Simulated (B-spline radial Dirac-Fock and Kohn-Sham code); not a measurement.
# Binding energies of Ar at several levels of theory

System: the free argon atom, configuration [Ne] 3s2 3p6.

The density-functional columns are spherical, spin-unpolarised Dirac-Kohn-Sham results without Breit or QED terms: −ε is minus the orbital energy of the initial state and ΔSCF the difference of two total energies, and "half-occupied" is minus the orbital energy with half an electron removed (Slater transition state). The reference in the last column comes from relaxed Dirac-Fock hole states (ΔSCF) with Breit and QED corrections and a finite nucleus. All numbers are from a radial finite-basis atomic code, in eV; a selection of levels is shown.

```csv
level,PBE0 −ε,PBE −ε,LDA −ε,LDA ΔSCF,LDA half-occupied,Dirac-Fock
K,3150.4,3120.0,3110.0,3211.5,3211.5,3205.8
L1,307.4,296.9,295.9,313.7,313.6,327.0
L2,239.3,231.3,231.3,251.4,251.2,250.3
L3,237.0,229.1,229.1,249.0,248.8,248.2
M1,27.23,24.28,24.26,30.63,30.57,33.42
M2,12.08,10.39,10.51,16.30,16.23,14.87
M3,11.90,10.21,10.33,16.09,16.03,14.69
```

Problem. Order the estimates of the K (1s) level by their distance from the Dirac-Fock value, nearest first.
A. LDA −ε
B. PBE0 −ε
C. PBE −ε
D. LDA ΔSCF
E. LDA half-occupied

Solution. D (5.7 eV), E (5.7 eV), B (55.4 eV), C (85.8 eV), A (95.9 eV).

For the outermost level NIST gives 15.75961 eV (measured); the differences from it are PBE0 −ε -3.86, PBE −ε -5.55, LDA −ε -5.43, LDA ΔSCF +0.33, LDA half-occupied +0.27, Dirac-Fock -1.07 eV.

Values without a named source are computed, but for edge energies of neutral atoms, which are taken from tables.
